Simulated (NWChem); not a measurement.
Species: 1,1,1-trifluoroethane (C₂H₃F₃); SMILES C(C)(F)(F)F

All runs: NWChem. Pople sets run with spherical d functions. The geometry was optimised at B3LYP/6-31G* (spherical d). Computed dipoles belong to the equilibrium geometry; the measured one is vibrationally averaged.

Measured dipole moment: 2.32 D (NIST CCCBDB, as tabulated in the package chemicals).

Task: Which of these levels lies farthest from the measured value, and how do the others fare: PBE/6-311G**; PBE/STO-3G; PBE/6-31+G*; PBE/3-21G; PBE/6-31G*; PBE/6-311++G**?

Result: PBE/STO-3G.
```tsv
level	dipole moment (D)	computed − measured
PBE/STO-3G	0.99	-1.33
PBE/3-21G	1.94	-0.38
PBE/6-31G*	1.88	-0.44
PBE/6-31+G*	2.30	-0.02
PBE/6-311G**	2.07	-0.25
PBE/6-311++G**	2.37	+0.05
```
